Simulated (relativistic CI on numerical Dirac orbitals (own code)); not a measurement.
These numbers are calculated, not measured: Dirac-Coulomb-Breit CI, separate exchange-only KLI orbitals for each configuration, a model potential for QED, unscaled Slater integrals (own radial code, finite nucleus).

The strongest absorption lines from the ground level of an ion, among the configurations computed and to levels below about 226 eV (vacuum wavelength in Å, gf): 120.09 (0.023), 123.99 (0.34), 125.61 (4.6), 126.52 (2.9), 134.77 (1.1), 140.69 (0.028), 151.40 (0.014), 257.29 (0.088).

(1) Which ion is it?
A. Ga¹⁴⁺
B. Cu¹²⁺
C. Ga¹⁶⁺
D. As¹⁶⁺

Results:

(1) A. Ga¹⁴⁺ has 17 electrons and the ground level 3s2 3p5 2P°_3/2; the strongest line goes to 3s2 3p4 3d 2D_5/2. The pattern of lines fixes the number of electrons, and along that sequence the line energies rise steadily with the charge (about as its square where n changes within one kind of shell, about linearly where n is kept but much faster in heavy ions where fine structure, which grows about as Z⁴, sets the gap, and irregularly where shells cross), which fixes Z. Configurations outside the model, such as inner-shell arrays, can give stronger lines. At this charge energies of transitions that change n are usually good to better than 1 %, and those within a shell (Δn = 0) to a few per cent.

LS names give the leading component of a level, which can be under half, so a name can repeat, a term be missing and a line seem to break the LS rules.
